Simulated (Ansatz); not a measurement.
Harmonic frequencies (cm⁻¹) at PBE0-D4/def2-TZVP from Ansatz: 564, 775, 1034, 1157, 1184, 1315, 1357, 2897, 2923.

Question: Which molecule is it?
A. `[OH][Ge]([F])[F]`•
B. `[SiH2]S`•
C. `O[SiH2][S]`•
D. `[O]CF`•

Answer: D.
